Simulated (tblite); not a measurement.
A geometry optimisation, step by step.

Compound: C₄H₇GeNS₂.
SMILES with atom numbers: `[GeH3:1][S:2][CH2:3][c:4]1[n:5][cH:6][cH:7][s:8]1` (hydrogens: H9, H10, H11 on Ge1; H12, H13 on C3; H14 on C6; H15 on C7)

Computed with GFN2-xTB (tblite), gas phase: L-BFGS steps from a force-field or distance-geometry start until the largest atomic force falls under 0.01 eV/Å. 12 of its 121 geometries are shown.

Step 0: E = -638.2255 eV, largest atomic force 3.677 eV/Å
```
atom  x, y, z in Å  |  force x, y, z in eV/Å
Ge1     2.805    0.342    0.566   -0.290   0.052   0.834
S2      1.871   -0.019   -1.418    0.872   0.386  -0.376
C3      0.414   -1.075   -1.327   -1.805  -0.085  -0.584
C4     -0.721   -0.414   -0.623   -2.344   1.161   1.719
N5     -1.057   -0.428    0.647    3.017  -1.791  -1.099
C6     -2.109    0.223    1.066   -1.692   1.149   0.648
C7     -2.838    0.915    0.143    1.076  -0.501  -1.289
S8     -1.991    0.636   -1.458   -0.333  -0.037   1.442
H9      2.000    1.450    1.305    0.335  -0.389  -0.263
H10     4.275    0.812    0.468   -0.619  -0.179  -0.212
H11     2.786   -0.891    1.497   -0.027   0.297  -0.358
H12     0.628   -2.090   -0.981    0.056   0.312   0.392
H13     0.067   -1.186   -2.394    0.555   0.195   0.709
H14    -2.399    0.227    2.137    0.495  -0.208  -0.875
H15    -3.735    1.506    0.349    0.703  -0.361  -0.688
```

Step 11: E = -638.9927 eV, largest atomic force 0.201 eV/Å
```
atom  x, y, z in Å  |  force x, y, z in eV/Å
Ge1     2.696    0.317    0.602    0.013   0.021  -0.099
S2      1.895    0.005   -1.441   -0.042  -0.036   0.086
C3      0.340   -1.004   -1.321    0.002   0.059   0.099
C4     -0.758   -0.352   -0.586    0.021  -0.050   0.121
N5     -0.956   -0.469    0.683    0.050   0.154   0.012
C6     -2.058    0.203    1.093    0.016   0.059  -0.015
C7     -2.734    0.855    0.108    0.007  -0.053   0.084
S8     -1.966    0.605   -1.407    0.000   0.134  -0.076
H9      1.994    1.432    1.317   -0.095  -0.052   0.044
H10     4.117    0.769    0.374   -0.154  -0.045  -0.042
H11     2.741   -0.912    1.461   -0.127  -0.024  -0.058
H12     0.565   -1.956   -0.838    0.133   0.056  -0.140
H13     0.068   -1.128   -2.370    0.054  -0.144   0.093
H14    -2.330    0.186    2.137    0.075  -0.010  -0.156
H15    -3.619    1.458    0.169    0.048  -0.070   0.045
```

Step 22: E = -639.0629 eV, largest atomic force 0.186 eV/Å
```
atom  x, y, z in Å  |  force x, y, z in eV/Å
Ge1     2.572    0.309    0.583   -0.087  -0.040  -0.055
S2      1.887    0.056   -1.494   -0.099   0.008  -0.028
C3      0.385   -1.004   -1.316    0.069   0.095   0.029
C4     -0.689   -0.318   -0.576   -0.052  -0.018  -0.030
N5     -0.853   -0.388    0.701    0.065  -0.050   0.011
C6     -1.971    0.257    1.110   -0.001  -0.056  -0.080
C7     -2.675    0.864    0.122   -0.042  -0.026  -0.110
S8     -1.911    0.632   -1.400    0.024  -0.090   0.037
H9      1.841    1.356    1.371   -0.042   0.006  -0.057
H10     3.977    0.747    0.329    0.064   0.046   0.169
H11     2.539   -0.975    1.355   -0.014  -0.027  -0.068
H12     0.693   -1.905   -0.785   -0.085   0.012  -0.060
H13     0.083   -1.228   -2.342    0.038  -0.007   0.164
H14    -2.278    0.217    2.139    0.176   0.033   0.041
H15    -3.605    1.388    0.182   -0.016   0.113   0.040
```

Step 33: E = -639.1411 eV, largest atomic force 0.192 eV/Å
```
atom  x, y, z in Å  |  force x, y, z in eV/Å
Ge1     2.437    0.304    0.534   -0.132  -0.005   0.139
S2      1.837    0.160   -1.579    0.018  -0.019  -0.060
C3      0.436   -1.008   -1.323   -0.065   0.025  -0.002
C4     -0.655   -0.341   -0.594   -0.053  -0.012  -0.068
N5     -0.748   -0.349    0.691    0.021   0.022  -0.040
C6     -1.852    0.304    1.122    0.063   0.043   0.021
C7     -2.620    0.848    0.144    0.027   0.039   0.016
S8     -1.936    0.541   -1.400    0.087  -0.155  -0.028
H9      1.596    1.268    1.313   -0.026   0.004  -0.003
H10     3.857    0.769    0.592    0.031   0.003  -0.043
H11     2.302   -1.068    1.115    0.029  -0.002   0.053
H12     0.801   -1.846   -0.728   -0.017  -0.012  -0.115
H13     0.121   -1.334   -2.313    0.063   0.034   0.018
H14    -2.052    0.350    2.175   -0.006   0.012   0.072
H15    -3.527    1.408    0.228   -0.041   0.023   0.040
```

Step 44: E = -639.1954 eV, largest atomic force 0.271 eV/Å
```
atom  x, y, z in Å  |  force x, y, z in eV/Å
Ge1     2.267    0.292    0.609   -0.040  -0.013   0.218
S2      1.824    0.184   -1.538   -0.013  -0.106  -0.104
C3      0.448   -1.029   -1.409   -0.160  -0.082   0.027
C4     -0.647   -0.418   -0.633   -0.026   0.019   0.022
N5     -0.608   -0.292    0.655   -0.131   0.067  -0.227
C6     -1.680    0.394    1.120   -0.015   0.083   0.020
C7     -2.549    0.833    0.172    0.011  -0.117   0.162
S8     -2.043    0.318   -1.386    0.147   0.039  -0.023
H9      1.373    1.248    1.329    0.053   0.024   0.052
H10     3.676    0.776    0.707    0.122   0.096  -0.003
H11     2.206   -1.086    1.185   -0.070   0.005   0.018
H12     0.809   -1.925   -0.896    0.045   0.078  -0.084
H13     0.162   -1.265   -2.432   -0.061   0.015   0.036
H14    -1.804    0.563    2.175    0.150  -0.033  -0.015
H15    -3.437    1.415    0.321   -0.011  -0.075  -0.097
```

Step 55: E = -639.2278 eV, largest atomic force 0.065 eV/Å
```
atom  x, y, z in Å  |  force x, y, z in eV/Å
Ge1     2.227    0.292    0.678   -0.007   0.010  -0.047
S2      1.840    0.125   -1.497   -0.003  -0.036  -0.016
C3      0.419   -1.047   -1.463    0.006  -0.004  -0.008
C4     -0.654   -0.435   -0.666   -0.010   0.021   0.001
N5     -0.564   -0.265    0.611    0.042   0.026  -0.003
C6     -1.615    0.427    1.109    0.010   0.010  -0.008
C7     -2.537    0.808    0.190   -0.017  -0.058  -0.024
S8     -2.078    0.264   -1.378   -0.018   0.023   0.012
H9      1.361    1.278    1.392    0.003   0.051   0.002
H10     3.637    0.813    0.721    0.014  -0.026   0.025
H11     2.165   -1.060    1.308   -0.017  -0.017   0.011
H12     0.767   -1.978   -1.020   -0.018  -0.017   0.037
H13     0.118   -1.210   -2.495    0.032   0.036  -0.014
H14    -1.646    0.634    2.163   -0.023  -0.007  -0.003
H15    -3.444    1.363    0.324    0.006  -0.013   0.035
```

Step 65: E = -639.2379 eV, largest atomic force 0.076 eV/Å
```
atom  x, y, z in Å  |  force x, y, z in eV/Å
Ge1     2.220    0.300    0.693    0.003  -0.014  -0.060
S2      1.897    0.059   -1.489   -0.029  -0.002   0.002
C3      0.416   -1.036   -1.487    0.026   0.006   0.010
C4     -0.642   -0.394   -0.692   -0.011   0.003   0.019
N5     -0.526   -0.212    0.582   -0.030  -0.029  -0.011
C6     -1.596    0.431    1.104    0.007   0.059  -0.012
C7     -2.555    0.766    0.205    0.012   0.006  -0.003
S8     -2.106    0.249   -1.376   -0.014  -0.005   0.075
H9      1.398    1.356    1.369    0.002  -0.011  -0.048
H10     3.652    0.763    0.751    0.007  -0.028   0.012
H11     2.103   -1.033    1.355   -0.020  -0.001   0.047
H12     0.700   -1.990   -1.042    0.043   0.000   0.002
H13     0.129   -1.182   -2.527    0.012   0.064   0.025
H14    -1.622    0.640    2.158    0.017  -0.021  -0.030
H15    -3.473    1.291    0.374   -0.025  -0.027  -0.028
```

Step 76: E = -639.2475 eV, largest atomic force 0.041 eV/Å
```
atom  x, y, z in Å  |  force x, y, z in eV/Å
Ge1     2.219    0.285    0.707    0.021   0.027  -0.003
S2      1.954   -0.001   -1.473   -0.012   0.015  -0.006
C3      0.418   -1.010   -1.513   -0.020  -0.008  -0.003
C4     -0.634   -0.367   -0.708    0.010   0.002   0.028
N5     -0.493   -0.154    0.558    0.023  -0.008  -0.019
C6     -1.572    0.455    1.101    0.000   0.001   0.008
C7     -2.575    0.722    0.229    0.014  -0.018   0.012
S8     -2.150    0.193   -1.354    0.019  -0.027   0.007
H9      1.435    1.431    1.266    0.010   0.013   0.009
H10     3.675    0.667    0.798   -0.005  -0.018   0.010
H11     2.003   -0.985    1.462   -0.005  -0.016   0.000
H12     0.660   -1.992   -1.103   -0.009   0.014  -0.037
H13     0.140   -1.097   -2.562   -0.010  -0.003   0.031
H14    -1.564    0.676    2.153   -0.024   0.010  -0.021
H15    -3.522    1.185    0.416   -0.012   0.016  -0.015
```

Step 87: E = -639.2496 eV, largest atomic force 0.025 eV/Å
```
atom  x, y, z in Å  |  force x, y, z in eV/Å
Ge1     2.220    0.288    0.712    0.015  -0.003   0.010
S2      1.959   -0.004   -1.469   -0.009   0.006  -0.018
C3      0.417   -1.004   -1.518    0.002   0.003   0.003
C4     -0.629   -0.371   -0.700   -0.001  -0.004   0.000
N5     -0.482   -0.137    0.561    0.001   0.009  -0.002
C6     -1.567    0.464    1.101   -0.004  -0.004   0.012
C7     -2.579    0.703    0.231   -0.008  -0.002   0.000
S8     -2.156    0.154   -1.344   -0.011  -0.001  -0.001
H9      1.461    1.459    1.254    0.007   0.000   0.010
H10     3.686    0.630    0.816   -0.005  -0.002  -0.005
H11     1.974   -0.973    1.473   -0.001  -0.007   0.001
H12     0.657   -1.999   -1.138   -0.005   0.004  -0.003
H13     0.124   -1.066   -2.564    0.023  -0.009  -0.002
H14    -1.563    0.702    2.149    0.004   0.012   0.002
H15    -3.528    1.163    0.414   -0.008  -0.001  -0.006
```

Step 98: E = -639.2510 eV, largest atomic force 0.051 eV/Å
```
atom  x, y, z in Å  |  force x, y, z in eV/Å
Ge1     2.227    0.281    0.716    0.046  -0.016   0.016
S2      1.951    0.024   -1.465   -0.017  -0.020  -0.039
C3      0.420   -0.993   -1.517    0.019   0.028   0.011
C4     -0.633   -0.369   -0.700   -0.008   0.028  -0.009
N5     -0.478   -0.103    0.554    0.000   0.011  -0.010
C6     -1.569    0.486    1.094   -0.010  -0.026   0.013
C7     -2.598    0.681    0.232    0.003   0.018  -0.026
S8     -2.178    0.109   -1.338   -0.026   0.001   0.026
H9      1.508    1.464    1.282   -0.025   0.014   0.015
H10     3.704    0.585    0.810   -0.015  -0.009   0.013
H11     1.949   -0.983    1.460    0.017  -0.004   0.001
H12     0.664   -1.985   -1.136    0.026  -0.023   0.016
H13     0.138   -1.060   -2.565   -0.025   0.004  -0.008
H14    -1.557    0.744    2.137   -0.002   0.015  -0.014
H15    -3.555    1.128    0.413    0.017  -0.021  -0.003
```

Step 109: E = -639.2531 eV, largest atomic force 0.021 eV/Å
```
atom  x, y, z in Å  |  force x, y, z in eV/Å
Ge1     2.243    0.267    0.715    0.009  -0.013  -0.004
S2      1.937    0.072   -1.474    0.004   0.005   0.015
C3      0.427   -0.972   -1.510   -0.010  -0.002   0.004
C4     -0.637   -0.356   -0.701   -0.002   0.009   0.002
N5     -0.474   -0.045    0.541   -0.001   0.013   0.003
C6     -1.577    0.522    1.081   -0.004   0.005  -0.003
C7     -2.624    0.653    0.229    0.009  -0.001   0.005
S8     -2.210    0.044   -1.328    0.016  -0.011   0.007
H9      1.557    1.448    1.328   -0.007  -0.008  -0.007
H10     3.727    0.517    0.819    0.009   0.019  -0.002
H11     1.942   -1.014    1.422   -0.007  -0.007  -0.009
H12     0.696   -1.952   -1.112   -0.012  -0.015   0.004
H13     0.139   -1.066   -2.555    0.001   0.012  -0.004
H14    -1.557    0.822    2.112   -0.003  -0.002  -0.010
H15    -3.594    1.069    0.412   -0.003  -0.004  -0.002
```

Step 120: E = -639.2540 eV, largest atomic force 0.008 eV/Å
```
atom  x, y, z in Å  |  force x, y, z in eV/Å
Ge1     2.253    0.255    0.722    0.001   0.002  -0.002
S2      1.948    0.069   -1.466    0.007   0.000  -0.003
C3      0.428   -0.959   -1.512    0.001   0.001   0.001
C4     -0.635   -0.343   -0.701    0.001  -0.001   0.001
N5     -0.463    0.005    0.529   -0.003   0.001  -0.003
C6     -1.576    0.552    1.071   -0.002   0.001   0.000
C7     -2.639    0.628    0.233   -0.002  -0.003   0.003
S8     -2.229   -0.009   -1.313    0.000  -0.004   0.001
H9      1.581    1.442    1.337   -0.001  -0.005   0.002
H10     3.741    0.488    0.832    0.002   0.001  -0.002
H11     1.930   -1.029    1.415   -0.002   0.000   0.002
H12     0.683   -1.947   -1.125   -0.001   0.001   0.001
H13     0.142   -1.038   -2.559   -0.002   0.002   0.001
H14    -1.550    0.881    2.094    0.000  -0.002  -0.002
H15    -3.620    1.013    0.421    0.002   0.005  -0.001
```

**Question.** Summarise the path.

**Answer.** The energy falls by 1.0285 eV from step 0 to step 120; nine tenths of that is first reached at step 37. It falls at every step. The largest force goes from 3.677 to 0.008 eV/Å. Among the bonds C7–S8 changes most, from 1.833 to 1.722 Å; the atoms move by 0.575 Å rms after alignment.

**Question.** Follow the three bonds and two angles with the largest change from start to end.

**Answer.** 
```csv
step,E above end (eV),largest force (eV/Å),C7–S8 (Å),C4–S8 (Å),Ge1–H9 (Å),Ge1–S2–C3 (°),S2–Ge1–H10 (°)
0,1.0285,3.677,1.833,1.848,1.556,112.9,113.0
5,0.3592,0.629,1.716,1.772,1.489,111.2,108.6
10,0.2695,0.314,1.716,1.745,1.499,109.6,105.2
16,0.2246,0.185,1.718,1.754,1.504,106.2,100.4
21,0.1962,0.214,1.721,1.749,1.495,103.8,99.2
26,0.1575,0.215,1.715,1.747,1.512,99.0,103.5
31,0.1198,0.152,1.720,1.748,1.493,96.6,107.4
37,0.1013,0.145,1.724,1.740,1.494,96.1,106.8
42,0.0773,0.256,1.715,1.752,1.505,96.0,106.5
47,0.0429,0.154,1.726,1.739,1.486,97.3,103.4
52,0.0286,0.092,1.718,1.741,1.499,99.6,102.9
57,0.0240,0.115,1.723,1.739,1.494,99.5,102.6
63,0.0182,0.112,1.722,1.740,1.499,100.4,102.7
68,0.0123,0.085,1.720,1.738,1.500,101.0,101.7
73,0.0074,0.047,1.724,1.740,1.497,101.2,101.8
78,0.0057,0.057,1.721,1.739,1.497,101.3,102.2
83,0.0049,0.030,1.722,1.739,1.498,101.3,102.4
89,0.0043,0.020,1.722,1.739,1.498,101.3,102.2
94,0.0039,0.023,1.721,1.739,1.498,101.2,102.3
99,0.0025,0.050,1.723,1.739,1.495,101.2,102.0
104,0.0015,0.024,1.722,1.739,1.498,100.7,102.7
110,0.0008,0.023,1.722,1.740,1.497,100.5,102.7
115,0.0002,0.026,1.722,1.738,1.496,100.5,102.8
120,0.0000,0.008,1.722,1.739,1.496,100.7,102.7
```

The cost below is that of the whole relaxation. The run took 1.0 s of wall time on one thread of an Arm Neoverse V1, shared host with 32 logical CPUs at a one-minute load of 19.
